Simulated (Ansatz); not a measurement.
Consider the ligand exchange at a B–Cl bond: `NCB(O)Cl` + H₂Se → `NCB(O)[SeH]` + HCl.

Isolated molecules relaxed with PBE0-D4/def2-TZVP in Ansatz; ΔE leaves out vibrations. CCSD(T)/CBS is the MP2 limit (def2-TZVPP, def2-QZVPP) plus CCSD(T) − MP2 in def2-TZVPP, frozen cores. This one scheme is used for every species. Functionals use def2-TZVPP. B3LYP here is the variant with VWN-RPA as its local correlation; programs differ in this. For Se outer-core shells are correlated without core-valence functions, which leaves a few kJ/mol of doubt a bond. Scalar relativity is left out up to krypton. One conformer a species, not always the lowest.

(1) Is it downhill or uphill in electronic energy at CCSD(T)/CBS, and by how much? (An estimate is asked.)

(2) What do these levels give: B3LYP-D4, r2SCANh-D4, BLYP, LC-ωPBE, CCSD(T)/def2-TZVPP, SCS-MP2/def2-QZVPP? (An estimate is asked.)

(3) What do rigid-rotor, harmonic-oscillator terms from PBE0-D4/def2-TZVP frequencies (298.15 K, 1 bar) make of the CCSD(T)/CBS value? (Best estimate.)

Largest T1 diagnostic among the species: 0.011.

Answers

(1) The calculation gave: Uphill: ΔE = +29.8 kJ/mol.

(2) The calculation gave: B3LYP-D4 32.9, r2SCANh-D4 33.6, BLYP 33.7, LC-ωPBE 37.9, CCSD(T)/def2-TZVPP 29.5, SCS-MP2/def2-QZVPP 31.0 kJ/mol.

(3) Ansatz gave: ΔZPE = +1.7 kJ/mol, ΔH = +32.4 kJ/mol, ΔS = -6 J/(mol·K), ΔG = +34.2 kJ/mol. Modes under 50 cm⁻¹ make the entropy rough.

In def2-TZVPP, CCSD(T) changes the Hartree–Fock value by −15.2 kJ/mol (the triples alone add −2.2 kJ/mol) and MP2 by −16.1 kJ/mol. At CCSD(T), def2-SVP lies +10.9 kJ/mol from the extrapolated value and def2-TZVPP −0.3 kJ/mol.
